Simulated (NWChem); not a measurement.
System: CHOS cation; SMILES O=C=[SH+]

Here is an NWChem input.

```
start job
memory heap 200 mb stack 900 mb global 1100 mb
charge 1
geometry units angstroms noautosym nocenter noautoz
  O      0.012090    -1.719677     0.000000
  C     -0.002834    -0.599479     0.000000
  S      0.077845     1.042187     0.000000
  H     -1.282737     1.114363     0.000000
end
basis spherical
  O library cc-pvtz
  C library cc-pvtz
  S library cc-pvtz
  H library cc-pvtz
end
dft
  xc pbe0
  iterations 150
end
tddft
  cis
  ecut -17.5
  nroots 6
  notriplet
end
task tddft energy
```

Output (shortened):

```
             Northwest Computational Chemistry Package (NWChem) 7.3.0
             --------------------------------------------------------

                             Geometry "geometry" -> ""
                             -------------------------

 Output coordinates in angstroms (scale by  1.889725989 to convert to a.u.)

  No.       Tag          Charge          X              Y              Z
 ---- ---------------- ---------- -------------- -------------- --------------
    1 O                    8.0000     0.01209000    -1.71967700     0.00000000
    2 C                    6.0000    -0.00283400    -0.59947900     0.00000000
    3 S                   16.0000     0.07784500     1.04218700     0.00000000
    4 H                    1.0000    -1.28273700     1.11436300     0.00000000

 Effective nuclear repulsion energy (a.u.)      87.1557911434

                                 NWChem DFT Module
                                 -----------------

 Summary of "ao basis" -> "ao basis" (spherical)
 ------------------------------------------------------------------------------
       Tag                 Description            Shells   Functions and Types
 ---------------- ------------------------------  ------  ---------------------
 O                          cc-pvtz                 10       30   4s3p2d1f
 C                          cc-pvtz                 10       30   4s3p2d1f
 S                          cc-pvtz                 12       34   5s4p2d1f
 H                          cc-pvtz                  6       14   3s2p1d

            General Information
            -------------------
          SCF calculation type: DFT
          Wavefunction type:  closed shell.
          No. of atoms     :     4
          No. of electrons :    30
           Alpha electrons :    15
            Beta electrons :    15
          Charge           :     1
          Spin multiplicity:     1
          Use of symmetry is: off; symmetry adaption is: off
          Maximum number of iterations: 150
          AO basis - number of functions:   108
                     number of shells:    38
          Convergence on energy requested:  1.00D-06
          Convergence on density requested:  1.00D-05
          Convergence on gradient requested:  5.00D-04

              XC Information
              --------------
                         PBE0 Method XC Functional
                     Hartree-Fock (Exact) Exchange  0.250
          PerdewBurkeErnzerhof Exchange Functional  0.750
            Perdew 1991 LDA Correlation Functional  1.000 local
           PerdewBurkeErnz. Correlation Functional  1.000 non-local

[...]

                                NWChem TDDFT Module
                                -------------------

            General Information
            -------------------
           No. of orbitals :     216
            Alpha orbitals :     108
             Beta orbitals :     108
        Alpha frozen cores :       0
         Beta frozen cores :       0
     Alpha frozen virtuals :       0
      Beta frozen virtuals :       0
         Spin multiplicity :       1
    Number of AO functions :     108
        Use of symmetry is : off
      Symmetry adaption is : off
         Schwarz screening :  0.10D-07

              XC Information
              --------------
                  PBE0 Method XC Functional
              Hartree-Fock (Exact) Exchange   0.25
   PerdewBurkeErnzerhof Exchange Functional   0.75
     Perdew 1991 LDA Correlation Functional   1.00 local
    PerdewBurkeErnz. Correlation Functional   1.00 non-local

             TDDFT Information
             -----------------
          Calculation type : Tamm-Dancoff TDDFT
         Wavefunction type : Restricted singlets
          No. of electrons :      30
           Alpha electrons :      15
            Beta electrons :      15
              No. of roots :       6
          Max subspacesize :    5200
            Max iterations :     100
               Target root :       1
           Target symmetry : none
             Energy Cutoff :-0.18D+02
      Symmetry restriction : off
                 Algorithm : Optimal
        Davidson threshold :  0.10D-03

    6 smallest eigenvalue differences (eV)
--------------------------------------------------------
  No. Spin  Occ  Vir  Irrep   E(Occ)    E(Vir)   E(Diff)
--------------------------------------------------------
    1    1    2   16 a       -19.597    -0.335   524.142
    2    1    2   17 a       -19.597    -0.296   525.204
    3    1    2   18 a       -19.597    -0.251   526.428
    4    1    2   19 a       -19.597    -0.223   527.188
    5    1    2   20 a       -19.597    -0.072   531.295
    6    1    2   21 a       -19.597    -0.025   532.589
--------------------------------------------------------

  Entering Davidson iterations
  Restricted singlet excited states

  Iter   NTrls   NConv    DeltaV     DeltaE      Time
  ----  ------  ------  ---------  ---------  ---------
    1      6       0     0.85E-01   0.10+100       16.9
    2     12       0     0.83E-02   0.46E-02       16.8
    3     18       0     0.15E-02   0.84E-04       16.8
    4     24       5     0.17E-03   0.21E-05       16.7
    5     25       6     0.33E-04   0.18E-07       15.4
  ----  ------  ------  ---------  ---------  ---------
  Convergence criterion met

  Ground state a        -511.578546949264 a.u.

  ----------------------------------------------------------------------------
  Root   1 singlet a             19.135981342 a.u.              520.7168 eV
  ----------------------------------------------------------------------------
     Transition Moments    X  0.05581   Y -0.00128   Z  0.00000
     Dipole Oscillator Strength                    0.0397515038
     Electric Quadrupole                           0.0012437726
     Magnetic Dipole                               0.0020086205
     Total Oscillator Strength                     0.0430038969

[...]
```

Level: PBE0/cc-pVTZ, restricted-window TDA. The geometry was optimised at PBE0-D3(BJ)/def2-TZVP. The quadrupole and magnetic terms of the printed total strengths depend on the origin.
